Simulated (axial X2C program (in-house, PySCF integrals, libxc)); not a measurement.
# AlGe: properties at the nuclei

Computed with an axial X2C code built on PySCF integrals: two-component X2C with atomic mean-field Coulomb and Gaunt terms, Gaussian nuclei, basis Ge dyall-cv3z, Al dyall-v3z with contracted cores.

R = 2.473 Å (near the PBE0 minimum at charge 0 of the determinant lowest at the starting distance; the state shown can have its own minimum elsewhere).

Determinant lowest in the PBE0 search, Ω = 3/2 (⟨Sz⟩ = 1.50, ⟨Lz⟩ = 0.00 at PBE0), spin on the atoms Ge 1.01, Al 0.49:

| level | Eeff magnitude (GV/cm) | Ws magnitude Ge (kHz) | A∥/gI Ge (MHz) | qzz Ge (a.u.) | A∥/gI Al (MHz) | qzz Al (a.u.) | μ (D) |
| --- | --- | --- | --- | --- | --- | --- | --- |
| PBE0 | 0.692 | 0.234 | -174 | -0.89 | -7.8 | -0.61 | 1.14 |
| HF | 0.801 | 0.274 | -273 | -0.46 | -51 | -0.74 | 1.60 |
| PBE50 | 0.81 | 0.269 | -193 | -0.74 | -20.2 | -0.65 | 1.33 |
| BP86 | 0.546 | 0.19 | -132 | -1.05 | 15.8 | -0.56 | 0.99 |
| B3LYP | 0.652 | 0.221 | -114 | -0.93 | 13.7 | -0.61 | 1.19 |

Determinant 0.72 eV from it at PBE0 and this distance, Ω = 1/2 (⟨Sz⟩ = 0.49, ⟨Lz⟩ = 0.01 at PBE0), spin on the atoms Ge 0.26, Al 0.23:

| level | Eeff magnitude (GV/cm) | Ws magnitude Ge (kHz) | Ws magnitude Al (kHz) | A∥/gI Ge (MHz) | qzz Ge (a.u.) | A∥/gI Al (MHz) | qzz Al (a.u.) | μ (D) |
| --- | --- | --- | --- | --- | --- | --- | --- | --- |
| PBE0 | 0.561 | 0.565 | 0.0658 | 7.05 | -1.17 | 105 | -0.59 | 1.02 |
| HF | 0.626 | 0.372 | 0.14 | 143 | -2.58 | 48.8 | -0.85 | 0.89 |
| PBE50 | 0.556 | 0.57 | 0.0734 | -89.6 | -1.14 | 69.4 | -0.64 | 1.18 |
| BP86 | 0.497 | 0.503 | 0.0603 | 116 | -1.22 | 157 | -0.55 | 0.92 |
| B3LYP | 0.52 | 0.528 | 0.0643 | 78.5 | -1.18 | 133 | -0.60 | 1.09 |

Eeff is the effective electric field on the electron electric dipole moment in this Ω state and Ws the scalar–pseudoscalar constant of the nucleus named (defined with the proton number Z and per Ω); A∥ (defined per Ω) follows by multiplying with gI = μI/(I μN); qzz is the electric field gradient, eQq0 = 234.96 MHz × Q/barn × qzz; μ is positive if the Al end (last atom) is positive. The operators were transformed with the bare-nucleus X2C matrices; with these basis sets, hyperfine constants and field gradients can be off by tens of per cent, and where levels differ in sign neither size nor sign is settled.

Problem. With Q(27Al) = 0.1466 barn (Q from Pyykkö, Mol. Phys. 2018), turn the PBE0 values of the first state into constants in MHz.

Solution. eQq0(27Al) = 234.96 × (0.1466) × (-0.61) = -21 MHz.

Each state is one determinant with collinear spin, which with several unpaired electrons need not be a pure state. Unrestricted Hartree–Fock can overshoot spin polarisation at the nuclei. In the state Ω = 1/2 the sign of Eeff differs between levels (HF against PBE0). This is the top spin component of a Σ state; components of lower Ω are not single determinants and can lie lower. With several open shells hyperfine constants can be off by a factor of several. States lie within half an eV, so the first need not be the ground state. The sign of Ws at Ge differs between levels in the second state. Further determinants of the search, some of them spin-mixed, are not shown. Where a field gradient or hyperfine factor spreads by more than a factor of two over the levels, a constant derived from it is not to be relied on. PBE0 term energies can be off by some tenths of an eV.
